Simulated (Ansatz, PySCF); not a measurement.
Breaking the Sn1–H2 bond in CH4OSn (SMILES C[O][SnH]) (multiplicity 1 held, fragments rigid). Energies count from the point at 1.803 Å.
Geometry at that point (charge 0, multiplicity 1):
```xyz
7

Sn    -0.2559    -0.3540     0.4797
H     -1.2954    -0.7768    -0.9320
O      0.8827     0.8922    -0.5659
C      0.7858     1.2266    -1.9346
H      0.6295     2.3050    -2.0404
H      1.7204     0.9698    -2.4438
H     -0.0383     0.7038    -2.4332
```

R- and RO- levels are restricted; in cc, def2 and unpolarised 6-31G sets they are followed outwards from rest. Unrestricted levels (U-) break spin symmetry where that is lower. Levels need not reach the same state.

Rows in 3-21G carry no dispersion term and start afresh at each structure; the Pople sets are all-electron and without relativity.

The values were computed with Ansatz (a quantum-chemistry and plane-wave program); PySCF for 3-21G rows.  In def2 rows elements past Kr take small-core potentials, without spin–orbit coupling.

One of these levels gives 143.90 kcal/mol for the energy at R = 5.771 Å. Which one is it?
A) R-B3LYP/def2-TZVPP
B) R-PBE/def2-TZVPP
C) U-r2SCAN/def2-TZVPP
D) R-HF/3-21G

D, R-HF/3-21G. The others give 84.59 (R-PBE/def2-TZVPP), 65.21 (U-r2SCAN/def2-TZVPP), 93.51 (R-B3LYP/def2-TZVPP)

Doubts at one or more of the structures used: a restricted determinant that unrestricted orbitals would lower (R-HF/3-21G, R-PBE/def2-TZVPP, R-B3LYP/def2-TZVPP); a spin-contaminated determinant (U-r2SCAN/def2-TZVPP).
